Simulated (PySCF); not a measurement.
Species: C5H11NO2Si2.
SMILES with atom numbers: `[CH:1]#[C:2][SiH2:3][N:4]([CH3:5])[SiH:6]1[O:7][CH2:8][CH2:9][O:10]1`

Geometry (GFN2-xTB, Å), atoms numbered from 1 in this order:
```
atom  x, y, z in Å
C1     4.109    0.681    1.610
C2     3.017    0.811    1.125
Si3    1.342    1.062    0.370
N4     0.791   -0.520   -0.117
C5     1.742   -1.475   -0.644
Si6   -0.872   -0.862   -0.356
O7    -1.652    0.051   -1.476
C8    -2.716    0.757   -0.914
C9    -2.927    0.238    0.522
O10   -1.749   -0.375    0.938
H11    5.063    0.560    2.037
H12    0.423    1.595    1.374
H13    1.505    1.968   -0.784
H14    2.694   -1.371   -0.127
H15    1.371   -2.487   -0.500
H16    1.909   -1.324   -1.714
H17   -1.080   -2.269   -0.663
H18   -3.611    0.607   -1.524
H19   -2.463    1.823   -0.910
H20   -3.736   -0.500    0.538
H21   -3.171    1.048    1.214
```

NICS = −σ at a ghost point: NICS(0) at the centroid of the ring atoms, NICS(1) 1 Å to either side along the normal of their mean plane, zz for the tensor component along that normal. Level: GIAO PBE0/pcSseg-1 (PySCF, non-relativistic, gas phase) on the GFN2-xTB geometry, one conformer.

Ring bond lengths (Å), with Mayer bond orders in brackets: Si6–O7 1.642 (0.98), O7–C8 1.395 (0.91), C8–C9 1.542 (1.03), C9–O10 1.392 (0.90), O10–Si6 1.637 (0.97).

What do the NICS probes read (ppm)?

| ring | type | NICS(0) | NICS(1), two faces | NICS(1)zz, two faces | rms pucker (Å) | centre to ring atoms, mean (Å) |
| --- | --- | --- | --- | --- | --- | --- |
| Si6–O7–C8–C9–O10 | 5-membered ring with 2 O and Si; formal bonds all single | -7.2 | -2.4 / -2.6 | -5.5 / -5.0 | 0.09 | 1.29 |

What do they say, and how far can they be read as aromaticity?

- Si6–O7–C8–C9–O10: mean NICS(1)zz -5.2 ppm, shielded. Si6, C8, C9 have four or more neighbours; no verdict on aromaticity is drawn.

How shielded are the nuclei of the rings and their hydrogens (means over atoms taken as equivalent)?

| atoms | environment | σ isotropic (ppm) | principal values of the symmetric part, first atom (ppm) |
| --- | --- | --- | --- |
| Si6 | oxygen-bound silicon | 362.1 | 334.5, 356.0, 395.9 |
| O7 (×2) | silyl ether oxygen | 291.6 | 228.8, 287.4, 353.6 |
| C8 (×2) | sp3 carbon bound to oxygen | 121.8 | 91.4, 110.3, 162.8 |
| H17 | Si–H hydrogen | 26.99 | 22.9, 25.0, 33.0 |
| H18 (×2) | methylene hydrogen | 27.60 | 23.4, 25.4, 33.9 |
| H19 (×2) | methylene hydrogen | 27.52 | 23.2, 25.4, 34.0 |

The run took 2.1 min wall (with the writing of density and orbital grids) on an Arm Neoverse N1 with one thread, on a shared host, and the process peaked at 1.1 GiB of memory. This is the whole shielding run at PBE0/pcSseg-1, SCF included.
